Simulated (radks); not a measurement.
Values are calculated unless marked as measured or tabulated.
Charge is removed step by step from the 6s1/2 level of neutral ytterbium, starting from [Xe] 4f14 6s2. Code: a radial shooting solver on a logarithmic mesh with Libxc functionals. Model: Dirac Kohn-Sham, BLYP, spin-unpolarised, spherical densities, finite nucleus; Fermi nuclear charge, rms radius 5.3108 fm.

removed (e)  E - E(0) (eV)  eigenvalue (eV)  E minus straight line (eV)
0                    0.000           -3.815                       0.000
0.125                0.517           -4.457                      -0.297
0.25                 1.115           -5.115                      -0.512
0.375                1.796           -5.787                      -0.644
0.5                  2.562           -6.473                      -0.692
0.625                3.415           -7.172                      -0.652
0.75                 4.356           -7.883                      -0.525
0.875                5.386           -8.606                      -0.308
1                    6.508           -9.339                       0.000

Removing the whole electron costs 6.508 eV by Delta-SCF, against 3.815 eV from minus the eigenvalue at the starting occupation. Slater's transition state (half an electron removed) gives 6.473 eV. Integrating minus the eigenvalue over the occupation (Janak's theorem) gives 6.508 eV. The mean slope of the eigenvalue, de/dn, is 5.52 eV per electron. Ionisation energy of Yb in the NIST Atomic Spectra Database: 6.254 eV (measured).

Beside tabulated values, note that spin-unpolarised runs miss the spin-polarisation part of the exchange energy of open shells.
